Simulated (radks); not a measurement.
Q: Radial electron density D(r) = 4 pi r^2 rho(r) of an atom or ion with 46 electrons. All-electron calculation, scalar-relativistic Kohn-Sham, r2SCAN, spin-polarised, spherical densities, finite nucleus; meta-GGA in the generalised Kohn-Sham scheme; Fermi nuclear charge, rms radius of each element as measured or else 0.836 A^(1/3) + 0.57 fm. Program: a radial shooting solver on a logarithmic mesh with Libxc functionals.

```
   r/bohr * D(r) (the largest magnitude, 80.5, reaches the edge; | marks zero)
 0.001792 |  *
  0.00207 |  *
 0.002372 |   *
 0.002739 |    *
 0.003138 |      *
 0.003624 |        *
 0.004152 |         *
 0.004795 |            *
 0.005494 |              *
 0.006345 |                  *
 0.007327 |                     *
 0.008395 |                         *
 0.009695 |                             *
  0.01111 |                                *
  0.01283 |                                    *
   0.0147 |                                       *
  0.01697 |                                         *
  0.01945 |                                          *
  0.02246 |                                          *
  0.02573 |                                         *
  0.02971 |                                       *
  0.03404 |                                     *
  0.03932 |                                    *
   0.0454 |                                     *
  0.05202 |                                       *
  0.06008 |                                           *
  0.06883 |                                                *
  0.07949 |                                                    *
  0.09107 |                                                      *
   0.1052 |                                                    *
   0.1205 |                                                *
   0.1392 |                                          *
   0.1594 |                                      *
   0.1841 |                                     *
   0.2126 |                                       *
   0.2436 |                                           *
   0.2814 |                                            *
   0.3223 |                                        *
   0.3723 |                                *
   0.4265 |                       *
   0.4926 |               *
   0.5643 |            *
   0.6517 |            *
   0.7467 |              *
   0.8623 |              *
   0.9879 |            *
    1.141 |         *
    1.318 |      *
     1.51 |   *
    1.743 | *
    1.997 |*
    2.307 *
    2.643 *
    3.052 *
    3.497 *
    4.038 *
    4.627 *
```

What is the nuclear charge?

A: Z = 49. The innermost maximum, from 1s, lies near gamma/Z bohr with gamma = sqrt(1 - (Z/c)^2) = 0.934, here 0.0191 bohr (found: 0.0209), and its height grows with Z. The density is that of the indium ion In3+ in [Kr] 4d10; the configuration itself is not fixed sharply by these data, and Z only to a few units. D(r) has 4 maxima, at r = 0.0209, 0.0918, 0.272, 0.815 bohr, and minima at 0.0409, 0.178, 0.592 bohr, inside which lie 2.00, 11.20, 28.95 electrons.
